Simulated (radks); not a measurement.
Pd11+, configuration [Ar] 3d10 4s2 4p5. All-electron calculation, scalar-relativistic Kohn-Sham, BLYP, spin-unpolarised, spherical densities, point nucleus. Program: a radial shooting solver on a logarithmic mesh with Libxc functionals.

X-ray form factor f0, the Fourier transform of the density (f0(0) = 35):

sin(theta)/lambda (1/angstrom)  f0 (electrons)
0.05                                    34.827
0.1                                     34.318
0.15                                    33.506
0.2                                     32.441
0.25                                    31.184
0.3                                     29.798
0.4                                     26.888
0.5                                     24.100
0.6                                     21.637
0.8                                     17.738
1                                       14.728
1.25                                    11.629
1.5                                      9.215
2                                        6.437
